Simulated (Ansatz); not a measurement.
System: sum formula SiBr2Cl, charge 0, multiplicity 2. It need not be the lowest isomer of its formula. 
Geometry from a B3LYP-D3(BJ)/def2-TZVP (Ansatz, an electronic-structure program) optimisation:
```xyz
4

Si     0.0118    -0.6722     0.3074
Cl    -0.3627    -1.9222    -1.2875
Br    -1.7139     0.7202     0.5806
Br     1.8853     0.4823    -0.0782
```
Charge 0, spin multiplicity 2.

Property: atomisation energy (electronic, to ground-state atoms), in kcal/mol. Cores are frozen in the correlated levels unless marked. Open shells are spin-unrestricted. Spin-orbit coupling is left out. Frozen are the shells of the preceding noble gas and the d and f shells that filled before the atom's block. No relativistic terms. The coupled-cluster limit lacks core correlation, which all-electron functionals hold. CBS marks a two-point X^-3 extrapolation of the correlation energy; Hartree-Fock from the larger set.

```json
[
 {"level": "HF/def2-TZVPP", "program": "Ansatz", "atomisation energy (kcal/mol)": "176.2", "minus last row": "-72.6"},
 {"level": "revPBE-D4/def2-TZVPD", "program": "Ansatz + dftd4", "atomisation energy (kcal/mol)": "251.8", "minus last row": "3.0"},
 {"level": "revPBE/def2-TZVPD", "program": "Ansatz", "atomisation energy (kcal/mol)": "241.6", "minus last row": "-7.2"},
 {"level": "RPA@PBE/def2-TZVPP", "program": "Ansatz", "atomisation energy (kcal/mol)": "208.0", "minus last row": "-40.8"},
 {"level": "CCSD/6-31G", "program": "Ansatz", "atomisation energy (kcal/mol)": "142.1", "minus last row": "-106.7"},
 {"level": "CCSD/CBS(def2-TZVPP,def2-QZVPP)", "program": "Ansatz", "atomisation energy (kcal/mol)": "239.8", "minus last row": "-9.0"},
 {"level": "CCSD(T)/CBS(def2-TZVPP,def2-QZVPP)", "program": "Ansatz", "atomisation energy (kcal/mol)": "248.8", "minus last row": "0.0"}
]
```
